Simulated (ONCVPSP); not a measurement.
## What one change does to a pseudopotential (cerium, ONCV)

ONCVPSP 4.0.1 input, shortened (lines: element, Z, core and valence counts, functional; n l f; lmax; l rc ep ncon nbas qcut; lloc lpopt rc5 dvloc0; l nproj debl; icmod fcfact rcfact), LDA (Perdew-Wang 92), scalar-relativistic:

```
  Ce 58.00    9    5  -001012      upf
    1    0    2.00
    2    0    2.00
    2    1    6.00
    3    0    2.00
    3    1    6.00
    3    2   10.00
    4    0    2.00
    4    1    6.00
    4    2   10.00
    4    3    1.00
    5    0    2.00
    5    1    6.00
    5    2    1.00
    6    0    2.00
    3
    0    2.25    0.00    3    6    5.20
    1    2.75    0.00    3    7    6.10
    2    3.95    0.00    4    9    3.80
    3    1.60    0.00    4    8    9.10
    4    5    1.50    2.00
    0    2    0.70
    1    2    3.30
    2    2    3.00
    3    2    1.10
    3    3.75    1.25
```

All-electron outer shells of the reference configuration (LDA (PZ), scalar-relativistic, ld1.x):

```json
{"shell": "4d", "level (eV)": "-110.44", "outermost node (bohr)": "0.31", "outermost maximum (bohr)": "0.66"}
{"shell": "5s", "level (eV)": "-40.72", "outermost node (bohr)": "0.75", "outermost maximum (bohr)": "1.37"}
{"shell": "5p", "level (eV)": "-23.30", "outermost node (bohr)": "0.81", "outermost maximum (bohr)": "1.53"}
{"shell": "4f", "level (eV)": "-5.61", "outermost node (bohr)": "–", "outermost maximum (bohr)": "0.71"}
{"shell": "6s", "level (eV)": "-3.89", "outermost node (bohr)": "1.81", "outermost maximum (bohr)": "3.68"}
{"shell": "5d", "level (eV)": "-3.18", "outermost node (bohr)": "0.92", "outermost maximum (bohr)": "2.18"}
```

Change: s: rc 2.44.

Cutoffs: the cutoffs (Ha) at which the residual kinetic energy of the hardest occupied pseudo-wave falls to 1 and 0.1 mHa per electron; they do not see the model core or the augmentation charge, which bear on the density cutoff. Errors are all-electron minus pseudo energies relative to the spin-unpolarised reference configuration.

Question: Predict the effect on cutoff, ghosts and configuration errors.

Answer: The potential gets neither clearly harder nor softer (42 Ha and 101 Ha → 42 Ha and 101 Ha); of the 4 tests that both files solve, the error grows in 2 and shrinks in 0 by more than 15 % and 0.3 meV (median size 27.9 → 28.2 meV); neither file shows a bound ghost.

| quantity | base | changed |
| --- | --- | --- |
| cutoff, loose | 42 Ha | 42 Ha |
| cutoff, tight | 101 Ha | 101 Ha |
| loose cutoff by channel | s 9.5 Ha, p 8.3 Ha, d 4.7 Ha, f 42 Ha | s 8.7 Ha, p 8.3 Ha, d 4.7 Ha, f 42 Ha |
| bound ghosts | none | none |
| GHOST(+) flags under 300 eV | s at 61.5 eV | s at 58.5 eV |
| error for 4f1 5s2 5p6 5d1 6s1, meV [ΔE 6.27 eV] | -1.0 | -1.1 |
| error for 4f1 5s2 5p6 5d1 6s0, meV [ΔE 17.61 eV] | -4.3 | -5.0 |
| error for 4f1 5s2 5p6 5d0 6s0, meV [ΔE 36.94 eV] | +51 | +51 |
| error for 4f1 5s1 5p6 5d1 6s2, meV [ΔE 45.92 eV] | -105 | -141 |
| p: phases at 2.79 bohr within 0.05 rad from the reference energy up to (Ha; the scan ends near 5) | 4.0 | 4.0 |
| d: phases at 4.02 bohr within 0.05 rad from the reference energy up to (Ha; the scan ends near 5) | 0.3 | 0.3 |
| f: phases at 1.62 bohr within 0.05 rad from the reference energy up to (Ha; the scan ends near 5) | to the end of the scan | to the end of the scan |
| rms error of d²Exc/dni dnj with the model core, mHa | 6.17 | 6.22 |
